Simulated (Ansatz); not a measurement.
W(NH)2(OH)2 (WN2O2H4), relaxed as a singlet with RKS PBE-D4/def2-SVP in Ansatz, starting from the GFN2-xTB geometry. Force threshold 0.02 eV/Å.

In the def2 sets W takes a core potential; there is no spin–orbit coupling. Another isomer (singlet) lies 1.21 eV lower at PBE0-D4/def2-TZVP; other spin states weren't run for this one.

Start:

```csv
atom,x (Å),y (Å),z (Å)
N1,-1.191,0.767,1.024
N2,0.799,1.110,-1.094
O3,-0.845,-1.425,-1.021
O4,1.334,-0.891,1.100
W5,0.016,-0.070,0.001
H6,-1.811,1.423,1.502
H7,1.107,1.928,-1.620
H8,-1.472,-1.854,-1.615
H9,2.064,-0.988,1.723
```

| step | energy (eV) | largest force component (eV/Å) | SCF passes |
| --- | --- | --- | --- |
| 1 | -8956.4880 | 1.146 | 30 |
| 2 | -8956.5698 | 0.360 | 39 |
| 3 | -8956.6233 | 0.596 | 33 |
| 4 (rejected) | -8956.6176 | 2.304 | 37 |
| 5 | -8956.6968 | 0.446 | 32 |
| 6 | -8956.7382 | 0.497 | 40 |
| 7 | -8956.7778 | 0.079 | 36 |
| 8 (rejected) | -8956.6121 | 1.863 | 37 |
| 9 | -8956.7953 | 0.156 | 38 |
| 10 | -8956.8002 | 0.612 | 40 |
| 11 | -8956.8256 | 0.306 | 39 |
| 12 | -8956.8289 | 0.058 | 32 |
| 13 | -8956.8299 | 0.063 | 32 |
| 14 | -8956.8300 | 0.027 | 33 |
| 15 | -8956.8301 | 0.009 | 33 |

Force components are those of the run's own axes.

End:

```xyz
9

N    -1.3062    0.6280    0.8846
N     0.9549    1.0395   -0.9437
O    -0.7046   -1.4043   -1.2355
O     1.1930   -0.9139    1.3180
W     0.0275   -0.1304    0.0047
H    -1.8984    1.3944    1.2138
H     1.1927    1.9552   -1.3329
H    -1.6175   -1.7233   -1.1175
H     2.1587   -0.8454    1.2087
```

By distances, no bond broke or formed. The bond that changes most is N2–W5, from 1.79 to 1.77 Å (atoms count from 1).

No frequencies were taken in this run, so the end may be a saddle point.

It took 34 s on 2 threads of AMD EPYC 7R43 on a shared host.
